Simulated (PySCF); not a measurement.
C₂H₁₀O₂Si₂, SMILES C[C@H](O)[SiH2]O[SiH3].

Geometry: ωB97X-D3(BJ)/def2-SVP. The structure was generated by enumeration; whether it is a known compound was not checked. Other conformers were not sampled.

Two levels are set side by side: PBE/def2-TZVP (PySCF) and HF/def2-TZVP (PySCF). Same geometry, gas phase. Differences are taken from unrounded values.

```csv
quantity,HF,PBE,PBE minus HF
orbital gap (eV),13.68,4.76,-8.92
highest occupied level (eV),-10.92,-5.96,4.96
lowest empty level (eV),2.75,-1.20,-3.95
dipole moment (D),1.68,1.27,-0.42
mean polarisability (bohr³),75.4,86.5,11.1
```

PBE's occupied levels lie high since its potential decays too fast outside the molecule; exact exchange lowers them and widens the gap. PBE's more diffuse valence density responds more strongly to a field. Differences between two approximate levels are no errors against the true value.

Rough cost on one machine, each run with all the roots and properties that it gave: HF against PBE about 1/3.
